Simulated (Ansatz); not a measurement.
The cluster Cu4O⁺. The state is a doublet with charge 1. Geometry B3LYP-D4/def2-SVP; atoms count from 1.

Cartesian coordinates in Å:
```
O 0.239 1.108 0.566
Cu 1.535 -0.158 0.045
Cu -0.338 -1.560 -0.797
Cu -0.624 0.892 -1.096
Cu -0.814 -0.282 1.282
```

The structure comes from a short search, and lower isomers may exist.

Problem. Estimate the Mulliken populations from the PBE0/def2-TZVP orbitals of Ansatz.

Solution. 
```json
{"atom": "O1", "charge (e)": "-0.63", "spin (α − β)": "0.45", "d electrons": "–"}
{"atom": "Cu2", "charge (e)": "0.50", "spin (α − β)": "0.09", "d electrons": "9.81"}
{"atom": "Cu3", "charge (e)": "0.13", "spin (α − β)": "0.29", "d electrons": "9.91"}
{"atom": "Cu4", "charge (e)": "0.50", "spin (α − β)": "0.09", "d electrons": "9.81"}
{"atom": "Cu5", "charge (e)": "0.50", "spin (α − β)": "0.09", "d electrons": "9.81"}
```
Mulliken values and Mayer orders depend strongly on the basis.

Problem. Where does the spin sit?

Solution. Summed by element: O 0.45, Cu 0.55, of 1 unpaired in all. Largest on single atoms: O1 0.45, Cu3 0.29, Cu2 0.09.

Problem. And the Mayer bond orders between bonded heavy atoms (over 0.3)?

Solution. O1–Cu2 0.62 (1.88 Å); O1–Cu4 0.62 (1.88 Å); O1–Cu5 0.62 (1.88 Å); Cu2–Cu3 0.39 (2.49 Å); Cu3–Cu4 0.39 (2.49 Å); Cu3–Cu5 0.39 (2.49 Å).
